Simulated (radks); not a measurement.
The numbers below are computed, except where a source is named.
The chromium ion Cr+, 23 electrons, occupied as [Ar] 3d5. Level of theory: non-relativistic Kohn-Sham, revPBE, spin-polarised, spherical densities, point nucleus; open shells are filled with parallel spins first (a radial shooting solver on a logarithmic mesh with Libxc functionals).

Unscreened Slater integrals over Kohn-Sham orbitals (eV). They are taken over the spin-up orbitals.

F0(3d,3d): 18.693
F2(3d,3d): 8.3013
F4(3d,3d): 5.1011
F0(3d,3p): 21.464
F2(3d,3p): 9.8008
G1(3d,3p): 12.177
G3(3d,3p): 7.2691
F0(3d,3s): 21.996
G2(3d,3s): 9.1029
F0(3d,2p): 27.139
F2(3d,2p): 4.4864
G1(3d,2p): 3.1286
G3(3d,2p): 1.7720
F0(3p,3p): 25.342
F2(3p,3p): 12.656
F0(3p,3s): 26.082
G1(3p,3s): 17.284
F0(3p,2p): 34.569
F2(3p,2p): 6.6554
G0(3p,2p): 2.5800
G2(3p,2p): 2.6883
F0(3s,3s): 26.895
F0(3s,2p): 35.860
G1(3s,2p): 2.8783
F0(2p,2p): 95.216
F2(2p,2p): 44.799

Derived for the open shells (J is the average intra-shell exchange parameter used in DFT+U). 3d: Racah B = F2/49 - 5 F4/441 = 0.1116 eV, C = 35 F4/441 = 0.4049 eV, C/B = 3.63, F4/F2 = 0.614, J = (F2 + F4)/14 = 0.9573 eV.
